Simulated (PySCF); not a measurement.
# Dipole moment and polarisability of BCl2(SiH3)

Species: BCl2(SiH3).
Geometry (PBE0-D3(BJ)/def2-SVP, Å), atoms numbered from 1 in this order:
```xyz
7
BCl2H3Si angstrom
B      0.5573    0.9723    0.0181
Cl     2.3064    0.9980    0.0256
Cl    -0.2952    2.4977   -0.0588
Si    -0.4511   -0.7824    0.0241
H     -1.7975   -0.6310    0.6539
H      0.3200   -1.8457    0.7364
H     -0.6399   -1.2089   -1.3993
```

Level: wB97X-D/def2-SVPD (PySCF), static field, nuclei fixed, core orbitals frozen in the response. The polarisability tensor in these axes (au):

```
x   77.85  0.40  0.51
y    0.40 78.36 -0.32
z    0.51 -0.32 56.19
```

**Question.** Diagonalise the tensor; give its mean and Δα, where Δα² is half the sum of the squared differences of the eigenvalues.

**Answer.** Principal values 56.17, 77.65 and 78.58 au; mean 70.80 au = 10.49 Å³ = 11.67 × 10⁻⁴⁰ C²·m²/J; Δα = 21.96 au (31 % of the mean).

**Question.** What is the dipole moment, and where does it point?

**Answer.** (-0.28, -0.49, 0.07) D, 0.57 D in size, pointing from the negative to the positive side. Measured along this direction, the outermost atoms are Cl2 and Cl3 at the negative end and H5 and H6 at the positive end.

**Question.** Find the Langevin capture rate constant for O2+ (31.990 u) meeting this molecule (111.947 u), k = 2.342 × 10⁻⁹ cm³/s × √(α in Å³ / reduced mass in u).

**Answer.** The reduced mass is 24.88 u, so k = 1.52 × 10⁻⁹ cm³/s. The formula leaves out the permanent dipole, which adds to the capture rate.

**Question.** Estimate the molar refractivity from the static electronic polarisability.

**Answer.** Lorentz–Lorenz: R = (4π/3)N_A α = 2.5225 cm³/(mol·Å³) × 10.49 Å³ = 26.5 cm³/mol, in the limit of long wavelengths.

**Question.** Refractivity n − 1 of an ideal gas of it at 350 K and 1 atm, from the electronic α?

**Answer.** N = p/kT = 2.0968 × 10¹⁹ cm⁻³, so n − 1 = 2π × N × 10.49 × 10⁻²⁴ cm³ = 1382 × 10⁻⁶ at long wavelengths.

**Question.** How large is μ²/3kT at 350 K beside α?

**Answer.** In Gaussian units μ²/3kT = 2.23 Å³ against 10.49 Å³, a ratio of 0.21; the Debye molar polarisation (4π/3)N_A(α + μ²/3kT) is 32.1 cm³/mol, leaving out the vibrational part.

**Question.** Directions of the eigenvectors, and the extent of the frame along each?

**Answer.** Largest value along (0.48, 0.88, 0.00), where the nuclei span 3.51 Å; middle along (0.87, -0.48, 0.03), 3.00 Å; least along (-0.02, 0.01, 1.00), 2.10 Å. The response follows the extents in order.

Isolated species at its PBE0-D3(BJ)/def2-SVP geometry, gas phase.
